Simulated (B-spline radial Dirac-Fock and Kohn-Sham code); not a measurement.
# Core-hole lifetimes of Pb⁺

System: lead as Pb⁺ in the configuration [Xe] 4f14 5d10 6s1 6p2 (not the ground configuration).

Input of the calculation (task.json; shells as n, l, electrons):

```json
{"items": [{
  "Z": 82,
  "q": 1,
  "cfg": [[1, 0, 2], [2, 0, 2], [2, 1, 6], [3, 0, 2], [3, 1, 6], [3, 2, 10], [4, 0, 2], [4, 1, 6], [4, 2, 10], [4, 3, 14], [5, 0, 2], [5, 1, 6], [5, 2, 10], [6, 0, 1], [6, 1, 2]],
  "A": 208,
  "rrms": 5.5012,
  "do": ["binding", "quiet", "decay"],
  "holes": ["K", "L1", "L2", "L3", "M1", "M2", "M3", "M4", "M5", "N1", "N2", "N3", "N4", "N5", "N6", "N7"]
}]}
```

Launch: `python xray_run.py task.json out`

Model: independent-particle rates on relativistic LDA orbitals of the hole state (multipoles up to L = 3, Coulomb Auger matrix elements, transition energies from Dirac-Fock). Program: an atomic code on a B-spline grid.

Partial widths are in eV. Coster-Kronig decay leaves a hole in the same principal shell; its rates are the weakest part of the model, often 1.5 to 2.5 times too large and more for N holes. Holes without an open Auger channel, or with an unreliable SCF state, are not listed.

```
      hole  radiative  Auger  Coster-Kronig  total  fluorescence yield  lifetime (fs)
    K (1s)       56.9   1.74              0   58.6               0.970         0.0112
   L1 (2s)       1.36   2.06           11.0   14.4              0.0945         0.0456
L2 (2p1/2)       2.36   2.97          0.768   6.10               0.387          0.108
L3 (2p3/2)       2.06   4.01              0   6.07               0.340          0.108
   M1 (3s)     0.0550   1.30           17.3   18.6             0.00295         0.0354
M2 (3p1/2)     0.0610   1.41           12.4   13.9             0.00439         0.0473
M3 (3p3/2)     0.0656   1.82           8.80   10.7             0.00614         0.0616
M4 (3d3/2)     0.0817   2.46          0.144   2.69              0.0304          0.245
M5 (3d5/2)     0.0767   2.59              0   2.67              0.0287          0.246
   N1 (4s)    0.00227  0.232           14.1   14.4            0.000158         0.0458
N2 (4p1/2)    0.00338  0.249           12.7   12.9            0.000261         0.0509
N3 (4p3/2)    0.00223  0.274           8.76   9.03            0.000247         0.0729
N4 (4d3/2)    0.00219  0.381           7.09   7.47            0.000294         0.0881
N5 (4d5/2)    0.00184  0.429           6.43   6.87            0.000268         0.0959
N6 (4f5/2)   2.12e-05  0.215              0  0.215            9.83e-05           3.06
N7 (4f7/2)   1.93e-05  0.204              0  0.204            9.47e-05           3.23
```
